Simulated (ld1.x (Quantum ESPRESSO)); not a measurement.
**barium (Ba): one change to a TM potential, before and after**

* Element: barium (Ba)
* Generator: ld1.x (Quantum ESPRESSO) 7.5
* Type: norm-conserving Troullier–Martins (Kleinman–Bylander form)
* Functional: PBE
* Relativity: scalar-relativistic
* Frozen core: [Xe]
* Valence charge: 2
* Reference configuration: 5d0 6s1.5 6p0.5
* Partial waves: 6s (bound): rc 4.20 bohr; 6p (bound): rc 4.20 bohr; 5d (bound, empty): rc 2.80 bohr
* Local potential: all-electron potential smoothed inside 2.35 bohr (lloc = -1)
* Core correction: none

Change: wave 6p (bound): rc 4.20 bohr becomes 6p (bound): rc 2.88 bohr.

Cutoffs: the cutoffs (Ry, on a coarse ladder) from which the occupation-weighted sum of valence levels, in a spherical-Bessel basis at the reference potential, stays within 10 and 1 mRy of its value at 400 Ry; they do not see the model core or the augmentation charge, which bear on the density cutoff. Errors are all-electron minus pseudo energies relative to the spin-unpolarised reference configuration.

Task: Predict the effect on cutoff, ghosts and configuration errors.

Result: The potential gets harder (6 Ry and 6 Ry → 45 Ry and 70 Ry); both files keep a bound ghost (p, s); the number of tests that count goes from 7 to 5; of the 5 tests that both files solve, the error grows in 5 and shrinks in 0 by more than 15 % and 0.3 meV (median size 3.4 → 17.8 meV). A smaller radius makes the pseudo-wave follow the all-electron one further in, where it bends more sharply, so more plane waves are needed. That the errors move this way runs against the usual rule that smaller radii transfer better.

```tsv
quantity	base	changed
cutoff, loose	6 Ry	45 Ry
cutoff, tight	6 Ry	70 Ry
loose cutoff by channel (10 mRy a level)	s 6 Ry, p 6 Ry	s 6 Ry, p 50 Ry
bound ghosts	s, p	p, s
tests counted (converged, no solver errors)	7 of 7	5 of 7
error for 5d0 6s2 6p0, meV [ΔE -1.00 eV]	+3.4	+24
error for 5d0 6s1 6p0, meV [ΔE 4.36 eV]	-3.4	+14
error for 5d0 6s1.5 6p0, meV [ΔE 1.13 eV]	-2.6	+18
error for 5d1 6s1 6p0, meV [ΔE 0.33 eV]	+318	+432
error for 5d0 6s1 6p1, meV [ΔE 1.03 eV]	+4.1	+18
s: phases at 4.57 bohr within 0.05 rad from the reference energy up to (Ry; the scan ends near 5)	0.5	0.5
p: phases at 4.57 bohr within 0.05 rad from the reference energy up to (Ry; the scan ends near 5)	0.7	1.7
d: phases at 4.57 bohr within 0.05 rad from the reference energy up to (Ry; the scan ends near 5)	0.8	0.8
```

Changed file: Tests not counted: 5d0 6s0 6p1 (pseudo-atom not self-consistent, printed error -299 meV); 5d0 6s0 6p2 (solver errors, printed error -6.5 eV). ld1.x printed “convergence not achieved” for 1 of the counted tests; its residual had stalled under 1e-8, short of the target of 1e-14. A true bound ghost makes a file unfit for plane-wave use even where its test errors are small: the radial tests pick states by their node count and pass the ghost by. Where a test does run into it, the solver fails or the error is huge.
